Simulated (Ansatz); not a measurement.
C$_{2}$H$_{7}$FSi$_{2}$, singlet, geometry from GFN2-xTB; CASSCF(6,5)/6-31G (Ansatz, a first-principles code).

Input for Ansatz:
Ansatz 0.2 input:
```yaml
crystal:
  periodic: [false, false, false]
  atoms:
    - {symbol: Si, position_ang: [2.78829683, -0.02593205, 0.13516085]}
    - {symbol: C, position_ang: [0.97804748, -0.50913762, 0.32516765]}
    - {symbol: C, position_ang: [-0.06262537, 0.19978673, -0.11127749]}
    - {symbol: Si, position_ang: [-1.86663289, -0.28360754, 0.07881965]}
    - {symbol: F, position_ang: [-2.72460627, 0.89126535, -0.61934547]}
    - {symbol: H, position_ang: [2.87936190, 1.26568984, -0.54604998]}
    - {symbol: H, position_ang: [3.39542413, 0.05980967, 1.46646180]}
    - {symbol: H, position_ang: [3.47303392, -1.05963919, -0.64659413]}
    - {symbol: H, position_ang: [0.77547853, -1.44626272, 0.83389859]}
    - {symbol: H, position_ang: [0.13866028, 1.13722753, -0.62018322]}
    - {symbol: H, position_ang: [-2.22052043, -1.49019509, -0.65742283]}
    - {symbol: H, position_ang: [-2.31580946, -0.29835875, 1.46493105]}
basis:
  gaussian:
    orbitals: 6-31G
hamiltonian:
  xc: hf
magnetization: {spin_polarized: false}
correlation: {active_space: {window: {electrons: 6, orbitals: 5}}}
```

The log (banner, timings and long lists left out):

```
Functional definition: HF
833 factors; integrals over basis functions are off by at most 2.3e-4 eV
mean field evaluation 1: about -20595.3385 eV, gradient 3.0e1 eV
mean field evaluation 2: about -20595.3463 eV, gradient 3.0e1 eV
mean field evaluation 4: about -20597.6608 eV, gradient 2.6e0 eV
mean field evaluation 8: about -20597.6865 eV, gradient 7.1e-5 eV
mean field -20597.68650270 eV, -756.9510173608 hartree, gradient 2.1e-6 eV, S^2 0.000000; 0 other end points of the search recorded, 0 dependent functions left out
reference -20597.68650270 eV, -756.9510173608 hartree; 28, 28 occupied and 39, 39 virtual orbitals, 833 factors
state -20599.20529573 eV, -757.0068319754 hartree
the orbitals are reached from a further start. From the first start the search ends at -20599.19887157 eV, -757.0065958917 hartree
Total energy: -20599.20529573 eV, -757.0068319754 hartree
```
